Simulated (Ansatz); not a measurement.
A run on CH3FOSW, SMILES `[CH3][W](=[O])([F])=[S]` with other settings.

```yaml
crystal:
  periodic: [false, false, false]
  atoms:
    - {symbol: C, position_ang: [-0.919453, -0.218686, 0.574938]}
    - {symbol: W, position_ang: [0.827277, 0.106150, -0.532372]}
    - {symbol: O, position_ang: [2.039184, -0.594582, 0.417061]}
    - {symbol: F, position_ang: [0.666193, -0.646852, -2.219523]}
    - {symbol: S, position_ang: [1.070347, 2.217614, -0.541381]}
    - {symbol: H, position_ang: [-0.834847, 0.180790, 1.587074]}
    - {symbol: H, position_ang: [-1.080366, -1.301156, 0.638083]}
    - {symbol: H, position_ang: [-1.768334, 0.256712, 0.076111]}
basis:
  gaussian: {orbitals: def2-TZVPP}
hamiltonian: {xc: {name: PBE-QIDH}, pseudopotentials: {relativity: scalar}}
accuracy: high
```

```sh
$ ansatz run in.yaml --threads 2 --pin off --events-out ev --progress --plain --max-ram 20480MiB --backend cpu
```

Output, abridged:

```
Functional definition: PBE-QIDH
3975 factors; integrals over basis functions are off by at most 4.1e-8 eV
mean field evaluation 1: about -18508.5677 eV, gradient 7.4e1 eV
mean field evaluation 2: about -18508.7552 eV, gradient 7.4e1 eV
mean field evaluation 4: about -18518.3225 eV, gradient 1.8e1 eV
mean field evaluation 8: about -18518.9179 eV, gradient 1.7e0 eV
mean field evaluation 16: about -18518.9252 eV, gradient 5.7e-3 eV
mean field evaluation 32: about -18518.9252 eV, gradient 1.6e-7 eV
mean field -18518.92520003 eV, -680.5579485226 hartree, gradient 1.4e-8 eV, S^2 0.000000; 0 other end points of the search recorded, 0 dependent functions left out
8 core orbitals not correlated: weight in the atoms' cores, before any rotation towards them, 1.000 or more for the frozen orbitals, at most 0.000 for the correlated occupied ones
reference -18518.92520124 eV, -680.5579485673 hartree; 20, 20 occupied and 205, 205 virtual orbitals, 3975 factors
second order -42.16841061 eV of doubles, -0.00000000 eV of singles
Total energy: -18532.98133811 eV, -681.0745020696 hartree
Relativity: scalar
```

Run time 36 s (2 threads of a server CPU on a shared host); peak host memory 1.6 GiB.
